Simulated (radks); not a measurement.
Values are calculated unless marked as measured or tabulated.
Coulomb parameter of the 3d shell of the titanium ion Ti+ in the model configuration [Ar] 3d2 4s1, as a second difference U = [E(n + 0.5) + E(n - 0.5) - 2 E(n)] / (0.5)^2 with all orbitals relaxed. "Bare": the charge of the atom changes with n. "Screened": the 4s shell takes up the change at fixed total charge, which measures U(3d,3d) + U(4s,4s) - 2 U(3d,4s). Level of theory: Dirac Kohn-Sham, LDA (Slater exchange, Perdew-Wang correlation), spin-unpolarised, spherical densities, point nucleus; open shells are shared between the two j in proportion to 2j + 1 (a radial shooting solver on a logarithmic mesh with Libxc functionals).

\begin{tabular}{lrr}
case & configuration & E - E(n) (eV) \\ \hline
start & [Ar] 3d2 4s1 & 0.000 \\
bare +0.5 & [Ar] 3d2.5 4s1 & -4.437 \\
bare -0.5 & [Ar] 3d1.5 4s1 & 7.365 \\
screened +0.5 & [Ar] 3d2.5 4s0.5 & -0.237 \\
screened -0.5 & [Ar] 3d1.5 4s1.5 & 0.855 \\
\end{tabular}

U(bare) = 11.711 eV, U(screened by 4s) = 2.471 eV.
